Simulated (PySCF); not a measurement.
Computed with B3LYP-D3(BJ)/def2-TZVP // M06-2X/def2-TZVP (PySCF). Isolated molecules, 0 K electronic values unless said otherwise. B3LYP has the VWN-RPA correlation part, as in Gaussian. Excitations are Tamm–Dancoff values on a coarser integration grid. The basis has no diffuse functions, so Rydberg states are missing or too high.

Reference species (SMILES): `CC=C=O` (neutral, multiplicity 1).

* **S1 oscillator strength**: 0.000
* **S1 excitation (TDA)**: 3.64 eV

Changed species: `O=C1CC1`.

### Question
Predict the effect on the S1 oscillator strength and S1 excitation (TDA).

### Answer
the S1 oscillator strength hardly moves; the S1 excitation (TDA) rises by 0.19 eV, to 3.83 eV.
